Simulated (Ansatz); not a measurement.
# Abstraction of Cl: C2H5ClSi + C2HCl2Si → C2H5Si + C2HCl3Si

Gas-phase species: C2H5ClSi `C=C[SiH2]Cl`, singlet; C2HCl2Si `C#C[Si](Cl)Cl`, doublet; C2H5Si `C=C[SiH2]`, doublet; C2HCl3Si `C#C[Si](Cl)(Cl)Cl`, singlet. A radical takes Cl: the energy is the difference in strength between two Si–Cl bonds in different surroundings.

Shapes, held fixed at every level: PBE0-D4/def2-TZVP. Flexible molecules stand in one conformer, not always the lowest. Programs: Ansatz 0.2.0. The zero-point and thermal change to 298 K, harmonic and unscaled (PBE0-D4/def2-TZVP), is -3.6 kJ/mol.

(1) Estimate ΔH(298 K) of this reaction.

## Answers

(1) B2PLYP/def2-TZVPP gives ΔH(298 K) = -1.3 kJ/mol; the levels span -9.5 to -1.2. That is about zero within the method's error. The median of the levels is -5.9. No measured value is set beside it here. Spin contamination: C2HCl2Si (⟨S²⟩ up to 0.80), C2H5Si (⟨S²⟩ up to 0.90). Open shells run unrestricted. B2PLYP/def2-TZVPP lies outside the range of the other correlated levels here, so it shouldn't be taken on trust.

```csv
level,kind,ΔH(298 K) (kJ/mol)
HF/def2-SVP,Hartree–Fock,-9.5
HF/def2-TZVPP,Hartree–Fock,-1.2
SPW92/def2-TZVPP,LDA,-7.8
PBE-D4/def2-TZVPP,GGA,-4.9
BHLYP-D4/def2-TZVPP,global hybrid,-4.5
r2SCAN0-D4/def2-TZVPP,global hybrid,-6.9
wB97M-V/def2-TZVPP,range-separated hybrid,-6.9
B2PLYP/def2-TZVPP,double hybrid,-1.3
```
